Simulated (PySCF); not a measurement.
C₃H₂IPS.
Numbering: `[I:1][c:2]1[p:3][cH:4][cH:5][s:6]1` (hydrogens: H7 on C4; H8 on C5)

A GFN2-xTB structure with every atom displaced at random (by about 0.01 Å) was refined with PBE0-D3(BJ)/def2-SVP geometry optimisation, gas phase, def2 core potentials past Kr (PySCF). Values at the start:

```tsv
coordinate	start
I1–C2	2.127 Å
C2–P3	1.718 Å
C2–S6	1.730 Å
P3–C4	1.722 Å
C4–C5	1.343 Å
C4–H7	1.101 Å
C5–S6	1.717 Å
C5–H8	1.068 Å
I1–C2–P3	123.3°
I1–C2–S6	117.8°
C2–P3–C4	91.3°
C2–S6–C5	93.3°
P3–C2–S6	118.9°
P3–C4–C5	120.5°
C4–C5–S6	116.0°
```

Q: How do these coordinates change at the PBE0-D3(BJ)/def2-SVP level?

A: 
```csv
coordinate,PBE0-D3(BJ)/def2-SVP (Å or °),change
P3–C4,1.772,+0.050
I1–C2,2.083,-0.044
C5–H8,1.093,+0.025
C4–C5,1.366,+0.023
C2–S6,1.713,-0.017
C4–H7,1.093,-0.008
C5–S6,1.712,-0.005
C2–P3,1.721,+0.003
P3–C4–C5,117.7,-2.8
C2–S6–C5,95.6,+2.3
C2–P3–C4,92.6,+1.3
I1–C2–P3,124.3,+1.0
P3–C2–S6,118.0,-0.9
C4–C5–S6,116.1,+0.1
I1–C2–S6,117.7,-0.1
```

The energy falls by 9.7 kJ/mol over 6 energy and gradient evaluations, the largest force component goes from 0.0352 to 4.4e-04 Eh/bohr, and the atoms move by 0.030 Å rms after alignment. The bond that changes most is P3–C4 (ends: phosphorus bonded to 2 C; aromatic CH carbon), which lengthens by 0.050 Å. Bonds longer at the end by more than 0.005 Å: 3 of 8; shorter: 4. Rotational constants go from 3305, 742.0, 605.9 to 3351, 749.7, 612.7 MHz.

The run used 114 basis functions and 50 SCF cycles in all. The run took 45 s wall on Arm Neoverse V1, one thread, shared host with 32 logical CPUs at a one-minute load of 29, and the process peaked at 0.50 GiB of memory.

Whether it is a minimum is left open (no frequencies).
